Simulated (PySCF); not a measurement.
# A bond scan of Al2H3

All numbers below are calculated, not measured. They come from PySCF 2.14.0, an open-source quantum chemistry program, on an isolated molecule that a program drew, which may never have been made. The molecule is Al2H3 (charge 0, doublet), drawn as the SMILES string `[AlH][AlH2]`.

The structure below is the HF double-zeta minimum with every atom moved a little at random, so it isn't optimised. Bond Al2-H5 is then set to each length in the table by shifting atom 5 along it, with nothing else relaxed.
```xyz
5
Al2H3, angstrom
Al   -0.2717   -3.1413    1.0287
Al    1.2109   -1.5222   -0.3571
H    -1.1036   -2.8215    2.3848
H     0.6191   -0.8081   -1.6626
H     2.7818   -1.4306   -0.1245
```

E is the energy above the same method's energy at the HF double-zeta minimum. IE is the energy to remove one electron at fixed geometry, to the singlet state of charge +1, as a difference of total energies. The basis family is cc-pV(n+d)Z, with UHF for radicals and no spin-orbit coupling. Best is HF at quadruple zeta, plus MP2 correlation extrapolated from triple and quadruple zeta, plus CCSD(T) minus MP2 at triple zeta, with a frozen core. The other columns are at triple zeta.

```
bond (Å),E B3LYP (kcal/mol),E PBE (kcal/mol),E CCSD(T) (kcal/mol),E best (kcal/mol),IE B3LYP (eV),IE PBE (eV),IE CCSD(T) (eV),IE best (eV),T1
1.4867,1.77,2.05,1.89,1.89,7.130,7.150,7.036,7.066,0.026
1.5267,0.65,0.75,0.72,0.72,7.141,7.158,7.047,7.077,0.026
1.5907,0.07,-0.12,0.10,0.10,7.158,7.172,7.065,7.095,0.026
2.0067,?,?,?,?,?,?,?,?,?
2.0207,16.17,14.16,16.38,16.62,7.277,7.267,7.178,7.208,0.027
```

T1 is the CCSD diagnostic of the starting molecule.

**Estimate the best E and IE at 2.0067 Å from the other rows.**

A cubic in the inverse of the bond length through the other values of E best gives 15.80 kcal/mol there. A least-squares quadratic in the bond length through IE best gives 7.204 eV. The calculation gives 15.82 kcal/mol and 7.205 eV, so the fits miss by 0.02 kcal/mol and 0.001 eV. The same recipe one zeta lower moves these two values by 0.04 kcal/mol and 0.04 eV, a gauge of their own error. The rest of the row: E is 15.39 (B3LYP), 13.43 (PBE), 15.59 (CCSD(T)); IE is 7.274 (B3LYP), 7.264 (PBE), 7.176 (CCSD(T)); T1 is 0.027.
